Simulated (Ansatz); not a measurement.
Gas-phase electronic energies from Ansatz, PBE0-D4/def2-TZVP geometries. CCSD(T)/CBS is the MP2 limit (def2-TZVPP, def2-QZVPP) plus CCSD(T) − MP2 in def2-TZVPP, frozen cores. For Se outer-core shells are correlated without core-valence functions, which leaves a few kJ/mol of doubt a bond. Scalar relativity is left out up to krypton. Each species was taken in one conformer, which may not be the lowest.

Reaction (isomerisation): `SC[SiH2][SeH]` → `S[SiH2]C[SeH]`

```json
{"species": "`SC[SiH2][SeH]`", "CCSD(T)/CBS(def2) energy (Eh)": "-3129.24581"}
{"species": "`S[SiH2]C[SeH]`", "CCSD(T)/CBS(def2) energy (Eh)": "-3129.24792"}
```

Q: Work out ΔE.

A: ΔE = (-3129.24792) − (-3129.24581) = -0.00211 Eh = -5.5 kJ/mol.

Largest T1 diagnostic among the species: 0.010.
